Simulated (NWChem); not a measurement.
Species: C3H5FSi; SMILES C1([SiH2]CC=1)F

```xyz
10

F     -0.2593     2.1080     0.0000
C      0.0153     0.8012     0.0000
C      1.2386     0.2093     0.0000
C      0.9742    -1.2940     0.0000
Si    -0.8979    -0.8500     0.0000
H      2.2293     0.7010     0.0000
H      1.3496    -1.8245    -0.9005
H      1.3496    -1.8245     0.9005
H     -1.6967    -1.2117    -1.2234
H     -1.6967    -1.2117     1.2234
```
Atoms are numbered in this order, from 1.

Computed with NWChem. The geometry was optimised at PBE-D3(BJ)/def2-SVP.

**Question.** Estimate the computed values for LC-wPBE (HJS exchange hole, range parameter 0.4 per bohr)/def2-SVP. Quantities: highest occupied level (eV); orbital gap (eV); dipole (D).

**Answer.** 
```yaml
highest occupied level (eV): -9.98
orbital gap (eV): 12.29
dipole (D): 1.57
```
